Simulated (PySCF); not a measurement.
In(H)2(SH) (H3InS), SMILES [SH][InH2].

Coordinates come from a B3LYP-D3(BJ)/def2-TZVP optimisation. The def2 effective core potentials stand for the cores of In; spin–orbit coupling is left out.

These are PySCF with PBE/def2-TZVPD values and carry that method's errors.

Symmetry labels are those of the subgroup Cs that the program uses (full group Cs).

### Question
List the valence orbital energies around the gap with their symmetry. (Estimate from the structure and the level; the computed values follow.)

### Answer

| orbital | symmetry | energy (eV) |
|---|---|---|
| HOMO−7 | A" | -19.01 |
| HOMO−6 | A' | -18.99 |
| HOMO−5 | A' | -17.29 |
| HOMO−4 | A' | -10.82 |
| HOMO−3 | A' | -9.54 |
| HOMO−2 | A' | -7.49 |
| HOMO−1 | A' | -7.03 |
| HOMO | A" | -6.27 |
| LUMO | A" | -2.45 |
| LUMO+1 | A' | -1.40 |
| LUMO+2 | A' | -0.77 |
| LUMO+3 | A' | -0.04 |
